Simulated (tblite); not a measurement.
C₁₄H₇ClO₂.
Geometry (GFN2-xTB, Å), atoms numbered from 1 in this order:
```xyz
24
C14H7ClO2 angstrom
Cl     4.2029    1.6696    0.8974
C      2.6110    1.0978    0.5574
C      1.5718    1.9551    0.3296
C      0.2638    1.4858    0.0499
C     -0.7737    2.4256   -0.1785
C     -2.0560    2.0438   -0.4532
C     -2.3185    0.6719   -0.5033
O     -3.5093    0.0911   -0.7583
C     -3.3026   -1.2418   -0.7079
C     -2.0125   -1.5492   -0.4272
C     -1.3328   -0.3024   -0.2858
C     -0.0054    0.0928   -0.0014
C      1.0764   -0.7882    0.2370
C      1.2376   -2.2052    0.2804
C      2.5449   -2.4267    0.5641
O      3.2351   -1.2775    0.7059
C      2.3545   -0.2790    0.5099
H      1.7436    3.0192    0.3607
H     -0.5251    3.4747   -0.1296
H     -2.8447    2.7578   -0.6272
H     -4.1550   -1.8671   -0.8900
H     -1.6073   -2.5343   -0.3351
H      0.4925   -2.9556    0.1236
H      3.0971   -3.3380    0.6891
```

Computed geometry: GFN2-xTB, gas phase.

Take the most abundant isotopes and a rigid rotor. 

Give the principal moments of inertia and the rotational constants in cm⁻¹.

Ia = 563.17, Ib = 1638.58, Ic = 2201.75 u·Å²; 505379 MHz·u·Å²/I gives 897.4, 308.4 and 229.5 MHz, that is A = 0.02993, B = 0.01029, C = 0.00766 cm⁻¹.

Classify the top.

An asymmetric top. Ray's parameter κ = (2B − A − C)/(A − C) = -0.764; −1 is the prolate and +1 the oblate limit.

What does the inertial defect say?

Planar: Δ = Ic − Ia − Ib = 0.00 u·Å². For a rigid frame Δ = −2 Σ m c², so it vanishes when all atoms lie in the ab plane; here none is more than 0.01 Å from it.

Where do the levels up to J = 5 lie, in cm⁻¹?

Above 0(0,0):
J = 1: 1(0,1) 0.0179, 1(1,1) 0.0376, 1(1,0) 0.0402
J = 2: 2(0,2) 0.0536, 2(1,2) 0.0708, 2(1,1) 0.0787, 2(2,1) 0.1377, 2(2,0) 0.1379
J = 3: 3(0,3) 0.1064, 3(1,3) 0.1206, 3(1,2) 0.1364, 3(2,2) 0.1915, 3(2,1) 0.1927, 3(3,1) 0.2965, 3(3,0) 0.2965
J = 4: 4(0,4) 0.1759, 4(1,4) 0.1866, 4(1,3) 0.2129, 4(2,3) 0.2631, 4(2,2) 0.2667, 4(3,2) 0.3687, 4(3,1) 0.3688, 4(4,1) 0.5150, 4(4,0) 0.5150
J = 5: 5(0,5) 0.2612, 5(1,5) 0.2689, 5(1,4) 0.3079, 5(2,4) 0.3523, 5(2,3) 0.3602, 5(3,3) 0.4591, 5(3,2) 0.4595, 5(4,2) 0.6053, 5(4,1) 0.6053, 5(5,1) 0.7934, 5(5,0) 0.7934
Those of J = 1 are B + C, A + C and A + B.

Its GFN2-xTB frequencies are all real (lowest 51 cm⁻¹). No vibrational averaging or centrifugal distortion is included, and the geometry carries the error of its method.
